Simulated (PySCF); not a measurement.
BCl₃H₂O₂Si, SMILES OB(O)[Si](Cl)(Cl)Cl. Atoms are numbered in the order given.

```xyz
9

Si     0.0351     0.2469     0.0000
Cl    -2.0233     0.6270     0.0000
Cl     0.8466     1.1452     1.6752
Cl     0.8466     1.1452    -1.6752
B      0.2123    -1.7697     0.0000
O      1.4464    -2.3168     0.0000
O     -0.9016    -2.5438     0.0000
H      1.4270    -3.2861     0.0000
H     -1.7250    -2.0343     0.0000
```

Geometry: B3LYP-D3(BJ)/def2-SVP. This is a generated structure with no PubChem entry under its InChIKey; it may be hypothetical. The values are those of a single conformer.

Level of theory: B3LYP/def2-TZVP in PySCF.

ESP charges are fitted to the potential on shells at 1.4 to 2.0 van der Waals radii. Atomic charges (e):

```tsv
atom	ESP fit	Mulliken
Si1	0.02	0.50
Cl2	-0.11	-0.24
Cl3	-0.05	-0.20
Cl4	-0.05	-0.20
B5	0.55	0.24
O6	-0.60	-0.38
O7	-0.61	-0.37
H8	0.44	0.32
H9	0.40	0.33
```

Computed Mayer and Wiberg (Löwdin basis) orders of the bonds:
```tsv
bond	Mayer	Wiberg
Si1–Cl2	1.09	1.72
Si1–Cl3	1.16	1.81
Si1–Cl4	1.16	1.81
Si1–B5	0.86	1.00
B5–O6	1.36	2.05
B5–O7	1.33	2.03
O6–H8	0.86	0.93
O7–H9	0.86	0.93
```
